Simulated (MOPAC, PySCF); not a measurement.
H3BrOSi, SMILES `Br[SiH2]O` (H–O–Si–Br torsion 58°), neutral singlet in the gas phase. 

Z-matrix (Å, degrees):
```
Si
O 1 1.6329
H 2 0.9587 1 118.50
H 1 1.4742 2 106.29 3 176.28
H 1 1.4811 4 112.61 2 -123.39
Br 1 2.2235 4 108.59 5 -116.78
```
Charge 0, multiplicity 1.

All levels are single points at this geometry (PBE0-D4/def2-TZVP); Pople sets use spherical d functions. Orbital energies aren't observables, and empty levels follow the basis.

HF/3-21G in PySCF gives dipole (D) = 2.09.

**Question.** Estimate the dipole (D) from each of these levels: B3LYP-D3(BJ)/def2-TZVP in PySCF; PBE0-D4/def2-TZVP in PySCF; B3LYP/3-21G in PySCF; B3LYP/6-31G* in PySCF; M06-2X/6-31G* in PySCF; HF/6-31G* in PySCF; HF/STO-3G in PySCF; PM6 in MOPAC.

**Answer.** 
| level | dipole (D) |
|---|---|
| B3LYP-D3(BJ)/def2-TZVP in PySCF | 1.44 |
| PBE0-D4/def2-TZVP in PySCF | 1.44 |
| B3LYP/3-21G in PySCF | 1.86 |
| B3LYP/6-31G* in PySCF | 1.69 |
| M06-2X/6-31G* in PySCF | 1.81 |
| HF/6-31G* in PySCF | 1.81 |
| HF/STO-3G in PySCF | 2.04 |
| PM6 in MOPAC | 1.79 |
